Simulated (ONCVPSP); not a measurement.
**Before and after: ONCV potential for La (Z = 57)**

ONCVPSP 4.0.1 input, shortened (lines: element, Z, core and valence counts, functional; n l f; lmax; l rc ep ncon nbas qcut; lloc lpopt rc5 dvloc0; l nproj debl; icmod fcfact rcfact), PBEsol, scalar-relativistic:

```
  La 57.00    9    4  -116133      upf
    1    0    2.00
    2    0    2.00
    2    1    6.00
    3    0    2.00
    3    1    6.00
    3    2   10.00
    4    0    2.00
    4    1    6.00
    4    2   10.00
    5    0    2.00
    5    1    6.00
    5    2    1.00
    6    0    1.00
    3
    0    2.30    0.00    4    8    4.10
    1    2.10    0.00    4    7    4.50
    2    3.05    0.00    5    9    4.40
    3    2.10    0.11    4    7    4.80
    3    5    2.10    0.00
    0    2    1.70
    1    2    1.20
    2    2    0.90
    3    0    2.80
    4    0.55    0.00
```

In the f channel the program set the typed energies aside and used -0.376 Ha.

All-electron outer shells of the reference configuration (PBEsol, scalar-relativistic, ld1.x):

| shell | level (eV) | outermost node (bohr) | outermost maximum (bohr) |
| --- | --- | --- | --- |
| 5s | -44.79 | 0.77 | 1.41 |
| 5p | -28.22 | 0.83 | 1.58 |
| 5d | -8.53 | 0.95 | 2.19 |
| 6s | -8.37 | 1.85 | 3.60 |

Change: f: qcut 2.7.

Cutoffs: the cutoffs (Ha) at which the residual kinetic energy of the hardest occupied pseudo-wave falls to 1 and 0.1 mHa per electron; they do not see the model core or the augmentation charge, which bear on the density cutoff. Errors are all-electron minus pseudo energies relative to the spin-unpolarised reference configuration.

Predict the effect on cutoff, ghosts and configuration errors.

The potential gets neither clearly harder nor softer (9.8 Ha and 29 Ha → 9.8 Ha and 29 Ha); both files keep a bound ghost (p, s); the lowest positive-energy flag moves from d at 72.1 eV to s at 24.2 eV; the errors of the 4 common tests hardly move; the range in which the d phases agree narrows (upper end 2.5 → 1.3).

| quantity | base | changed |
| --- | --- | --- |
| cutoff, loose | 9.8 Ha | 9.8 Ha |
| cutoff, tight | 29 Ha | 29 Ha |
| bound ghosts | s, p | s, p |
| GHOST(+) flags under 300 eV | d at 72.1 eV | s at 24.2 eV, d at 37.3 eV |
| error for 5s2 5p6 5d1 6s2, meV [ΔE -6.00 eV] | +0.2 | +0.3 |
| error for 5s2 5p6 5d1 6s0, meV [ΔE 10.85 eV] | -3.5 | -3.4 |
| error for 5s2 5p6 5d0 6s0, meV [ΔE 29.76 eV] | -0.3 | -0.2 |
| error for 5s2 5p6 5d2 6s0, meV [ΔE 0.06 eV] | -9.7 | -9.3 |
| s: phases at 2.33 bohr within 0.05 rad from the reference energy up to (Ha; the scan ends near 5) | 0.6 | 0.4 |
| p: phases at 2.13 bohr within 0.05 rad from the reference energy up to (Ha; the scan ends near 5) | 2.0 | 2.2 |
| d: phases at 3.09 bohr within 0.05 rad from the reference energy up to (Ha; the scan ends near 5) | 2.5 | 1.3 |
| f: phases at 2.13 bohr within 0.05 rad from the reference energy up to (Ha; the scan ends near 5) | -0.2 | -0.2 |
| rms error of d²Exc/dni dnj with the model core, mHa | 0.19 | 0.19 |

Base: The cutoffs count occupied waves only; projector 1 of the f channel, the hardest unoccupied one, needs 51 Ha at the loose tolerance. Changed file: The cutoffs count occupied waves only; projector 1 of the f channel, the hardest unoccupied one, needs 58 Ha at the loose tolerance. A true bound ghost makes a file unfit for plane-wave use even where its test errors are small: the radial tests pick states by their node count and pass the ghost by.
